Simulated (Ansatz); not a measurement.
`FCBCl` + `N[SiH](F)CO` → `OCBCl` + `N[SiH](F)CF`  (redistribution)

Gas-phase electronic energies from Ansatz, PBE0-D4/def2-TZVP geometries. CBS: MP2 limit from def2 TZ/QZ plus the TZ coupled-cluster correction, frozen cores. DFT in def2-TZVPP. HSE06 is defined as in plane-wave codes. Each species was taken in one conformer, which may not be the lowest.

(1) Is it downhill or uphill in electronic energy at CCSD(T)/CBS, and by how much? (Best estimate.)

(2) What do these levels give: revPBE-D4, HSE06-D4, BHLYP-D4, r2SCAN0, SCS-MP2/def2-TZVPP, MP2/def2-QZVPP? (Estimate.)

(3) What do rigid-rotor, harmonic-oscillator terms from PBE0-D4/def2-TZVP frequencies (298.15 K, 1 bar) make of the CCSD(T)/CBS value? (An estimate is asked.)

Largest T1 diagnostic among the species: 0.012.

## Answers

(1) Computed: Nearly level: ΔE = -0.02 eV.

(2) Ansatz gave: revPBE-D4 -0.05, HSE06-D4 -0.04, BHLYP-D4 0.00, r2SCAN0 -0.03, SCS-MP2/def2-TZVPP 0.00, MP2/def2-QZVPP -0.02 eV.

(3) The calculation gave: ΔZPE = -0.01 eV, ΔH = -0.03 eV, ΔS = 3 J/(mol·K), ΔG = -0.04 eV.

In def2-TZVPP, CCSD(T) changes the Hartree–Fock value by −0.04 eV (the triples alone add −0.01 eV) and MP2 by −0.04 eV. At CCSD(T), def2-SVP lies +0.06 eV from the extrapolated value and def2-TZVPP +0.01 eV.
